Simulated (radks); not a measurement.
Values are calculated unless marked as measured or tabulated.
Valence configurations of the tin ion Sn+ (all share [Kr]). Code: a radial shooting solver on a logarithmic mesh with Libxc functionals. Model: scalar-relativistic Kohn-Sham, r2SCAN, spin-polarised, spherical densities, finite nucleus; open shells are filled with parallel spins first (spin-orbit coupling, left out, can overturn this in heavy ions); meta-GGA in the generalised Kohn-Sham scheme; Fermi nuclear charge, rms radius 4.6519 fm. Energies are relative to 4d10 5s2 5p1; eigenvalues in eV for spin up.

| valence | E (eV) | moment (Bohr magnetons) | e(4d) | e(5p) | e(5s) |
|---|---|---|---|---|---|
| 4d10 5s2 5p1 | 0.000 | 1 | -34.621 | -10.752 | -18.597 |
| 4d10 5s1.5 5p1.5 | 3.067 | 2 | -35.324 | -11.490 | -19.489 |
| 4d10 5s1 5p2 | 5.461 | 3 | -35.937 | -12.086 | -20.231 |
| 4d9.5 5s2 5p1.5 | 12.298 | 2 | -37.971 | -11.812 | -20.070 |
| 4d10 5p3 | 13.573 | 3 | -37.308 | -12.723 | - |
| 4d9 5s2 5p2 | 25.428 | 3 | -41.288 | -12.800 | -21.463 |
| 4d8.5 5s2 5p2.5 | 39.385 | 4 | -44.583 | -13.735 | -22.793 |
| 4d7.5 5s2 5p3.5 | 71.409 | 5 | -51.277 | -15.258 | -25.081 |

NIST lists [Kr] 4d10 5s2 5p1 as the ground configuration; this level of theory agrees among the configurations tried. The energies are those of spherical high-spin densities, not of single terms.
